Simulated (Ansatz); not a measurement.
```yaml
crystal:
  periodic: [false, false, false]
  atoms:
    - {symbol: Li, position_ang: [1.225499, -1.470895, 0.591561]}
    - {symbol: Li, position_ang: [0.488818, 2.796979, 0.324088]}
    - {symbol: Li, position_ang: [-0.971009, 0.437269, -0.543881]}
    - {symbol: Br, position_ang: [1.654737, 0.773077, -0.241481]}
    - {symbol: Br, position_ang: [0.692472, -3.456625, -0.667568]}
    - {symbol: Br, position_ang: [-1.303482, -1.731325, 0.647424]}
    - {symbol: Br, position_ang: [-1.787036, 2.651509, -0.110154]}
basis:
  gaussian: {orbitals: def2-TZVP, initial_orbitals: start.molden}
magnetization: {spin_polarized: true, initial_magnetization: 1}
hamiltonian: {xc: {name: CAM-B3LYP}, dispersion: d4}
scf: {omitted_lower_state_checks: [starts]}
output: {orbitals: {seedname: orbitals}}
```

The file start.molden holds the orbitals of an earlier run on this structure, at another level or in another basis.

```sh
$ ansatz run in.yaml --threads 4 --pin off --events-out ev --progress --plain --max-ram 4787MiB
```

(1) Does this run fit into the memory that it is given?

Results:

(1) No. It has 234 basis functions, and Ansatz plans for 6 GiB where 5 GiB are given.
